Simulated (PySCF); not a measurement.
Isomers of C7H9NSi, from PBE0-D3(BJ)/def2-SVP geometry optimisation, gas phase in PySCF 2.14.0. One conformer each, no zero-point energy, no frequencies.

Question: Which isomer lies lower at this level?
A. `[CH3:1][C:2]#[C:3][SiH2:4][n:5]1[cH:6][cH:7][cH:8][cH:9]1` with C3–Si4–N5–C6 122°: A = 2979, B = 676.6, C = 602.8 MHz, dipole 2.86 D
B. `[cH:1]1[cH:2][c:3]([SiH:4]2[CH2:5][CH2:6]2)[cH:7][cH:8][n:9]1` with C2–C3–Si4–C5 154°: A = 3834, B = 820.3, C = 715.2 MHz, dipole 1.89 D

Answer: B. That is `c1nccc(c1)[SiH]1CC1`, 4.4 kcal/mol below the other.

```csv
SMILES,mapped SMILES,E (Eh),relative (kcal/mol),relative (kJ/mol),dipole (D)
c1cc([SiH]2CC2)ccn1,[cH:1]1[cH:2][c:3]([SiH:4]2[CH2:5][CH2:6]2)[cH:7][cH:8][n:9]1,-615.54791,0.0,0.0,1.89
CC#C[SiH2]n1cccc1,[CH3:1][C:2]#[C:3][SiH2:4][n:5]1[cH:6][cH:7][cH:8][cH:9]1,-615.54090,4.4,18.4,2.86
```

As drawn, the lower has a three-membered ring, which the higher lacks; the higher has a C≡C bond, which the lower lacks.
